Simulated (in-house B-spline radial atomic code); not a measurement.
Ionising the scandium ion Sc⁸⁺ with different functionals

Computed with an all-electron radial atomic-structure program (B-spline basis): non-relativistic Hamiltonian, point nucleus, spin-polarised at highest spin, spherical fractional occupations for the functionals, the average over the highest-spin determinants for Hartree-Fock. The ionisation energy is the difference of two self-consistent energies, [Ne] 3s2 3p1 → [Ne] 3s2, without Breit or QED terms; ε is the level of the shell that loses the electron (its least bound occupied spin orbital).

Hybrids are left out here: with spherical fractional occupations of an open shell their exact exchange keeps a self-interaction that integer-occupation calculations don't have.

| method | rung | ΔSCF (eV) | -ε(3p) (eV) |
| --- | --- | --- | --- |
| Hartree-Fock | Hartree-Fock | 178.98 | 179.26 |
| LDA VWN5 | LDA | 180.25 | 169.24 |
| LDA PW92 | LDA | 180.24 | 169.22 |
| LDA exchange-only | LDA | 178.54 | 167.63 |
| PBE | GGA | 180.02 | 169.15 |
| PBEsol | GGA | 179.95 | 169.07 |
| BLYP | GGA | 180.14 | 169.18 |
| RPBE | GGA | 179.91 | 169.11 |
| PW91 | GGA | 180.22 | 169.32 |
| BP86 | GGA | 180.18 | 169.26 |
| AM05 | GGA | 179.94 | 169.05 |
| OLYP | GGA | 180.15 | 169.51 |
| TPSS | meta-GGA | 179.93 | 169.21 |
| SCAN | meta-GGA | 179.67 | 169.20 |
| r2SCAN | meta-GGA | 179.61 | 169.13 |
| M06-L | meta-GGA | 179.17 | 168.76 |
| revTPSS | meta-GGA | 179.76 | 169.07 |

(1) How do they compare with the NIST value?

## Answers

(1) NIST lists 180.0 eV ± 0.12 (measured, ground level to ground level). Errors run from -1.49 to +0.22 eV; PBE is closest (-0.01 eV), though others lie within the uncertainty of it, and part of that can be cancellation, since the calculations leave out relativity, Breit-QED terms, multiplet and fine-structure energies. Hartree-Fock also lacks correlation.
